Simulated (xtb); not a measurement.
xtb input (GFN1-xTB):

```bash
xtb mol.xyz --gfn 1 --sp --chrg 1 --uhf 0
```
mol.xyz:
```
18

C     -1.70031984     0.25222411     0.24847384
C     -1.26453226    -1.17680882    -0.18531255
C      0.25015884    -1.09699699    -0.46726680
C      0.68531337     0.10004948     0.36856753
C     -0.42908947     1.12353790     0.19270109
N      2.03423213     0.64656321    -0.08306644
H     -2.10054526     0.23730666     1.26112083
H     -2.47745279     0.66087832    -0.39310513
H     -1.46169412    -1.89339598     0.61046323
H     -1.80237993    -1.52407396    -1.06435519
H      0.42626519    -0.88036808    -1.52628624
H      0.78363201    -2.01477705    -0.22083538
H      0.82389671    -0.16868510     1.41653058
H     -0.41478802     1.91413178     0.94267504
H     -0.33562716     1.59288014    -0.79245575
H      2.30759677     1.46760651     0.46213993
H      2.77284886    -0.05485807     0.00940482
H      1.98943911     0.92537806    -1.06681013
```

End of the output:

```
         :::::::::::::::::::::::::::::::::::::::::::::::::::::
         ::                     SUMMARY                     ::
         :::::::::::::::::::::::::::::::::::::::::::::::::::::
         :: total energy             -19.831358777599 Eh    ::
         :: gradient norm              0.019779007786 Eh/a0 ::
         :: HOMO-LUMO gap              6.187343173692 eV    ::
         ::.................................................::
         :: SCC energy               -20.088335271817 Eh    ::
         :: -> electrostatic           0.116070874842 Eh    ::
         :: repulsion energy           0.263824944216 Eh    ::
         :: dispersion energy         -0.006848449999 Eh    ::
         :: halogen bond corr.         0.000000000000 Eh    ::
         :: add. restraining           0.000000000000 Eh    ::
         :: total charge               1.000000000000 e     ::
         :::::::::::::::::::::::::::::::::::::::::::::::::::::

           -------------------------------------------------
          |                Property Printout                |
           -------------------------------------------------

    * Orbital Energies and Occupations

         #    Occupation            Energy/Eh            Energy/eV
      -------------------------------------------------------------
         1        2.0000           -1.0578904             -28.7867
       ...           ...                  ...                  ...
         6        2.0000           -0.8076241             -21.9766
         7        2.0000           -0.7788277             -21.1930
         8        2.0000           -0.7699301             -20.9509
         9        2.0000           -0.7532400             -20.4967
        10        2.0000           -0.7393159             -20.1178
        11        2.0000           -0.7039311             -19.1549
        12        2.0000           -0.7010113             -19.0755
        13        2.0000           -0.6755158             -18.3817
        14        2.0000           -0.6671994             -18.1554
        15        2.0000           -0.6493288             -17.6691
        16        2.0000           -0.6421541             -17.4739
        17        2.0000           -0.6397577             -17.4087
        18        2.0000           -0.6177532             -16.8099 (HOMO)
        19                         -0.3903725             -10.6226 (LUMO)
        20                         -0.3266891              -8.8897
        21                         -0.3191783              -8.6853
        22                         -0.2836176              -7.7176
        23                         -0.2718888              -7.3985
        24                         -0.2665033              -7.2519
        25                         -0.2599027              -7.0723
        26                         -0.2412119              -6.5637
        27                         -0.2371076              -6.4520
        28                         -0.2296857              -6.2501
        29                         -0.2237214              -6.0878
       ...                                ...                  ...
        48                          0.3916202              10.6565
      -------------------------------------------------------------
                  HL-Gap            0.2273807 Eh            6.1873 eV
             Fermi-level           -0.5040628 Eh          -13.7162 eV

  Mulliken/CM5 charges         n(s)   n(p)   n(d)
     1C    -0.04560 -0.15507   1.037  3.009  0.000
     2C    -0.04567 -0.15514   1.037  3.009  0.000
     3C    -0.06622 -0.17003   1.040  3.026  0.000
     4C     0.08993  0.06393   1.070  2.840  0.000
     5C    -0.06614 -0.16995   1.040  3.026  0.000
     6N    -0.23735 -0.84865   1.461  3.777  0.000
     7H     0.05718  0.11231   0.943  0.000  0.000
     8H     0.06480  0.11954   0.935  0.000  0.000
     9H     0.05748  0.11260   0.943  0.000  0.000
    10H     0.06458  0.11933   0.935  0.000  0.000
    11H     0.04568  0.10394   0.954  0.000  0.000
    12H     0.06014  0.11585   0.940  0.000  0.000
    13H     0.06903  0.13717   0.931  0.000  0.000
    14H     0.06010  0.11581   0.940  0.000  0.000
    15H     0.04576  0.10401   0.954  0.000  0.000
    16H     0.28422  0.46670   0.716  0.000  0.000
    17H     0.28422  0.46670   0.716  0.000  0.000
    18H     0.27787  0.46098   0.722  0.000  0.000

Wiberg/Mayer (AO) data.
largest (>0.10) Wiberg bond orders for each atom

 ---------------------------------------------------------------------------
     #   Z sym  total        # sym  WBO       # sym  WBO       # sym  WBO
 ---------------------------------------------------------------------------
     1   6 C    3.988 --     2 C    1.000     5 C    0.997     7 H    0.980
                             8 H    0.978
     2   6 C    3.988 --     1 C    1.000     3 C    0.997     9 H    0.980
                            10 H    0.978
     3   6 C    3.985 --     4 C    0.998     2 C    0.997    11 H    0.977
                            12 H    0.976
     4   6 C    3.850 --     5 C    0.998     3 C    0.998    13 H    0.972
                             6 N    0.846
     5   6 C    3.985 --     4 C    0.998     1 C    0.997    15 H    0.977
                            14 H    0.976
     6   7 N    3.579 --    18 H    0.906    17 H    0.904    16 H    0.904
                             4 C    0.846
     7   1 H    1.001 --     1 C    0.980
     8   1 H    1.000 --     1 C    0.978
     9   1 H    1.001 --     2 C    0.980
    10   1 H    1.000 --     2 C    0.978
    11   1 H    1.000 --     3 C    0.977
    12   1 H    0.999 --     3 C    0.976
    13   1 H    0.997 --     4 C    0.972
    14   1 H    0.999 --     5 C    0.976
    15   1 H    1.000 --     5 C    0.977
    16   1 H    0.925 --     6 N    0.904
    17   1 H    0.925 --     6 N    0.904
    18   1 H    0.934 --     6 N    0.906
 ---------------------------------------------------------------------------

Topologies differ in total number of bonds
Writing topology from bond orders to xtbtopo.mol

 dipole moment from electron density (au)
     X       Y       Z
   3.0916   0.9876  -0.1431  total (Debye):    8.257

           -------------------------------------------------
          | TOTAL ENERGY              -19.831358777599 Eh   |
          | GRADIENT NORM               0.019779007786 Eh/α |
          | HOMO-LUMO GAP               6.187343173692 eV   |
           -------------------------------------------------

------------------------------------------------------------------------
Note: The following floating-point exceptions are signalling: IEEE_DENORMAL
normal termination of xtb
------------------------------------------------------------------------
 total:
 SCF:
```

It need not be the lowest isomer of its formula.
